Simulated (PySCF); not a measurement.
Compound: C7H4FNO.
Structure used (GFN2-xTB), in Å, numbered top down from 1:
```xyz
14
C7H4FNO angstrom
O      4.3161    0.2042    0.0388
C      3.1857   -0.0362   -0.0097
N      2.0847   -0.4821   -0.1051
C      0.7377   -0.2262   -0.0496
C     -0.1396   -1.2762   -0.3077
C     -1.5036   -1.0638   -0.2629
C     -1.9736    0.2015    0.0416
F     -3.3042    0.4123    0.0879
C     -1.1177    1.2577    0.3021
C      0.2459    1.0424    0.2558
H      0.2564   -2.2511   -0.5429
H     -2.2009   -1.8621   -0.4610
H     -1.5223    2.2296    0.5362
H      0.9348    1.8496    0.4543
```

Level of theory: TDDFT B3LYP/def2-SVPD, vertical, gas phase, core orbitals frozen in the response (PySCF 2.14.0, density-fitted response routines).

Ground-to-excited transition dipoles (e·a0, same axes as the geometry; the sign carries no meaning), for the states with f of 0.002 or more among the lowest 8:

```csv
state,E (eV),μx,μy,μz
S1,4.896,0.151,-0.436,-0.106
S3,5.464,1.431,-0.101,-0.023
S5,6.585,0.562,1.153,0.280
S7,6.691,0.141,-0.090,-0.076
S8,6.715,-1.588,0.327,0.070
```

Task: What oscillator strength does each state have?

Result: f = (2/3) ΔE |μ|² with ΔE in hartree (27.2114 eV).

| state | \|μ\|² (au) | \|μ\| (D) | f |
| --- | --- | --- | --- |
| S1 | 0.224 | 1.20 | 0.027 |
| S3 | 2.059 | 3.65 | 0.276 |
| S5 | 1.724 | 3.34 | 0.278 |
| S7 | 0.034 | 0.47 | 0.006 |
| S8 | 2.632 | 4.12 | 0.433 |

Task: What angle do the transition dipoles of S1 and S3 make?

Result: |cos θ| = |μa·μb| / (|μa| |μb|) = 0.39, so θ ≈ 67° (taken between 0 and 90°, since the signs are arbitrary).

Task: What peak molar absorption coefficient would the strongest computed level give as a lone Gaussian band 0.4 eV wide at half height?

Result: ε(max) = 2.175×10⁸ f / FWHM, with the width in cm⁻¹. S8: 2.175×10⁸ × 0.4331 / 3226 ≈ 29000 L mol⁻¹ cm⁻¹.

The run took 68 s of wall time (with the writing of density and orbital grids) on Arm Neoverse V1, one thread, no GPU, shared host.

One conformer stands for the species.
